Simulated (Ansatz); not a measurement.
Input file for Ansatz (a first-principles code): R-CCSD(T)/cc-pV(D+d)Z on CH4OSi (SMILES CO[SiH]), a point of a torsion scan. Files ending in .json are basis or fitting sets from the Basis Set Exchange.

Ansatz 0.2 input:
```yaml
crystal:
  periodic: [false, false, false]
  atoms:
    - {symbol: C, position_ang: [-0.77549000, -0.20301294, 0.06506708]}
    - {symbol: O, position_ang: [-0.22847599, 0.96510134, -0.47202467]}
    - {symbol: Si, position_ang: [-0.45754603, 1.78921574, -1.85113657]}
    - {symbol: H, position_ang: [-0.29814336, -1.08005546, -0.38141941]}
    - {symbol: H, position_ang: [-1.85259592, -0.26133649, -0.11650386]}
    - {symbol: H, position_ang: [-0.59330453, -0.20533281, 1.14103786]}
    - {symbol: H, position_ang: [-1.58564488, 1.03255876, -2.48412406]}
basis:
  gaussian:
    orbitals: cc-pV_D+d_Z.json
magnetization: {spin_polarized: false}
correlation: {method: ccsd_t, electrons: outside_noble_gas}
scf: {lower_state_search: off}
```

Output:

```
WARN ansatz: RAYON_NUM_THREADS=1 ignored (pool sized by the plan → 1); use --threads N
Functional definition: HF
these checks for a lower state are left out or cut short: stability, starts, cluster_reference, orbital_swaps, neighbouring_geometries, increment
integrals: 0.05 GiB planned
687 factors; integrals over basis functions are off by at most 1.3e-3 eV
mean field: 0.13 GiB planned
mean field evaluation 1: about -10990.8478 eV, gradient 2.8e1 eV
mean field evaluation 2: about -10990.8498 eV, gradient 2.8e1 eV
mean field evaluation 4: about -10992.6414 eV, gradient 3.0e0 eV
mean field evaluation 8: about -10992.6724 eV, gradient 1.5e-4 eV
mean field -10992.67236170 eV, -403.9732581915 hartree, gradient 2.5e-6 eV, S^2 0.000000; 0 other end points of the search recorded, 0 dependent functions left out
7 core orbitals not correlated
reference -10992.67236170 eV, -403.9732581915 hartree; 9, 9 occupied and 55, 55 virtual orbitals, 687 factors
second order -11.18174861 eV of doubles, -0.00000000 eV of singles
coupled cluster: 0.15 GiB planned
cycle   1  -11.74329330 eV  change   -5.6e-1 eV  update   9.8e-2
cycle   2  -12.13747075 eV  change   -3.9e-1 eV  update   3.3e-2
cycle   3  -12.25332710 eV  change   -1.2e-1 eV  update   2.0e-2
cycle   4  -12.24283701 eV  change    1.0e-2 eV  update   5.4e-3
cycle   5  -12.24242474 eV  change    4.1e-4 eV  update   2.3e-3
cycle   6  -12.24279429 eV  change   -3.7e-4 eV  update   7.7e-4
cycle   7  -12.24239311 eV  change    4.0e-4 eV  update   2.9e-4
cycle   8  -12.24241146 eV  change   -1.8e-5 eV  update   9.0e-5
cycle   9  -12.24244924 eV  change   -3.8e-5 eV  update   3.0e-5
cycle  10  -12.24243610 eV  change    1.3e-5 eV  update   1.2e-5
perturbative correction -0.32448591 eV, -0.0119246373 hartree
Total energy: -11005.23928371 eV, -404.4350840572 hartree
Checks for a lower state left out: stability, starts, cluster_reference, orbital_swaps, neighbouring_geometries, increment
```

The run converged.

Cost: roughly 2.1 core-seconds.
